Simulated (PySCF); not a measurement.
C₂H₁₁AlOSSi.
SMILES with atom numbers: `[CH3:1][S@+:2]([AlH3-:3])[CH2:4][O:5][SiH3:6]` (hydrogens: H7, H8, H9 on C1; H10, H11, H12 on Al3; H13, H14 on C4; H15, H16, H17 on Si6)

Geometry (PBE0-D3(BJ)/def2-SVP, Å), atoms numbered from 1 in this order:
```
atom  x, y, z in Å
C1    -0.557   -1.786    0.396
S2    -0.593   -0.059    0.919
Al3   -2.838    0.667    0.168
C4     0.431    0.690   -0.413
O5     1.728    0.235   -0.399
Si6    2.821    0.509    0.855
H7    -1.060   -2.371    1.176
H8     0.489   -2.105    0.306
H9    -1.086   -1.902   -0.560
H10   -2.652    2.243    0.382
H11   -2.680    0.101   -1.331
H12   -3.731   -0.178    1.191
H13   -0.043    0.438   -1.375
H14    0.338    1.778   -0.238
H15    2.589    1.874    1.413
H16    4.171    0.394    0.244
H17    2.654   -0.514    1.927
```

Level: PBE0/pcSseg-1 in PySCF, non-relativistic, on one gas-phase PBE0-D3(BJ)/def2-SVP geometry that isn't relaxed in the solvent. The solvent is an IEF-PCM continuum (cavity from Bondi-type radii × 1.2). Specific hydrogen bonds and non-electrostatic terms are outside this model.

```csv
run,E − E(gas) (kcal/mol),HOMO (eV),HOMO–LUMO gap (eV),dipole (D)
gas,0.00,-7.71,7.45,4.30
P,-7.05,-8.00,8.04,5.07
Q,-3.48,-7.86,7.80,4.70
```

The runs were made in acetone and benzene. Which run belongs to which solvent?

P = acetone, Q = benzene. The dielectric constants are 2.271 (benzene), 20.49 (acetone), and the energy falls further as ε rises. In this model the ground state sees the solvent through ε alone.

How constant is the ratio of the lowering to (ε − 1)/(2ε + 1)?

| solvent | (ε − 1)/(2ε + 1) | E − E(gas) (kcal/mol) | ratio (kcal/mol) | polarisation term (kcal/mol) |
| --- | --- | --- | --- | --- |
| benzene | 0.229 | -3.48 | -15.2 | -3.69 |
| acetone | 0.464 | -7.05 | -15.2 | -7.86 |

The ratio changes by -0.1 % in size from benzene to acetone. The polarisation term is half the interaction of the solute with the induced surface charges.
